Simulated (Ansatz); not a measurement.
`[F][Al]([F])[Cl]` + H₂ → `[F][AlH][F]` + HCl  (hydrogenolysis of the Al–Cl bond)

Program: Ansatz. Geometries: PBE0-D4/def2-TZVP. ΔE: electronic, gas phase. CBS: def2 TZ/QZ extrapolation, frozen cores. DFT in def2-TZVPP.

Q: Is it downhill or uphill in electronic energy at CCSD(T)/CBS, and by how much? (Best estimate.)

A: Computed: Uphill: ΔE = +1.38 eV.

Q: What do these levels give: revPBE-D4, PBE0-D4, r2SCANh-D4, PBE0, CAM-B3LYP, HF/def2-SVP, CCSD(T)/def2-TZVPP, SCS-MP2/def2-QZVPP, CCSD/CBS(def2), HF/cc-pV(Q+d)Z, MP2/CBS(cc), CCSD/CBS(cc)? (Estimate.)

A: Ansatz gave: revPBE-D4 1.33, PBE0-D4 1.31, r2SCANh-D4 1.41, PBE0 1.28, CAM-B3LYP 1.25, HF/def2-SVP 1.25, CCSD(T)/def2-TZVPP 1.31, SCS-MP2/def2-QZVPP 1.36, CCSD/CBS(def2) 1.36, HF/cc-pV(Q+d)Z 1.28, MP2/CBS(cc) 1.44, CCSD/CBS(cc) 1.35 eV.

Largest T1 diagnostic among the species: 0.013.

In def2-TZVPP, CCSD(T) changes the Hartree–Fock value by +0.03 eV (the triples alone add +0.02 eV) and MP2 by +0.12 eV. From BLYP to BHLYP (50 % exact exchange), in def2-TZVPP and without D4, ΔE moves by +0.05 eV.
